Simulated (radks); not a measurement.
Results of a calculation; reference values are marked as such.
Spherical quantum dot in the effective-mass picture: electrons in a hard-walled sphere of radius 4.31, with a point charge +1 (a donor) at the centre, all in effective atomic units (hartree* = m*/eps^2 hartree, bohr* = eps/m* bohr), one dielectric constant everywhere. Level of theory: non-relativistic Kohn-Sham, PBEsol, spin-polarised, spherical densities (a radial shooting solver with Libxc functionals). Levels are named by radial order and angular momentum (1s, 1p, 1d, 2s, ...), and open shells are averaged over m.

N = 23, configuration 1s2 1p6 1d10 2s(up 1, down 0) 1f(up 4, down 0). This is the lowest configuration that the search found. Occupied and some empty levels:

level    occupation  eigenvalue (hartree*)  <r> (bohr*)
1s up             1                 6.6188        2.821
1s down           1                 6.6701        2.874
1p up             3                 6.7717        3.039
1p down           3                 6.8160        3.034
1d up             5                 7.0110        3.138
1d down           5                 7.0560        3.132
2s up             1                 7.2593        1.564
1f up             4                 7.3375        3.216
1f down           0                 7.3840        3.211
2s down           0                 7.4413        1.659
1g up             0                 7.7456        3.281
1g down           0                 7.7935        3.277
2p up             0                 7.9977        2.151
2p down           0                 8.0694        2.208
2d up             0                 8.6018        2.424
2d down           0                 8.6442        2.443

Energy (hartree*): total 84.2288, kinetic 22.272, external -8.5190, Hartree 79.504, exchange-correlation -9.0289.

Electron density:

r (bohr*)  n(r) (e/bohr*^3)
0.231                0.2656
0.446                0.1725
0.660                0.1131
0.875               0.07597
1.09                0.05376
1.30                0.04196
1.52                0.03798
1.73                0.04028
1.95                0.04829
2.16                0.06141
2.38                0.07869
2.59                0.09787
2.81                 0.1155
3.02                 0.1264
3.23                 0.1253
3.45                 0.1083
3.66                0.07694
3.88                0.03962
4.09                0.01071
4.31             0.00002221
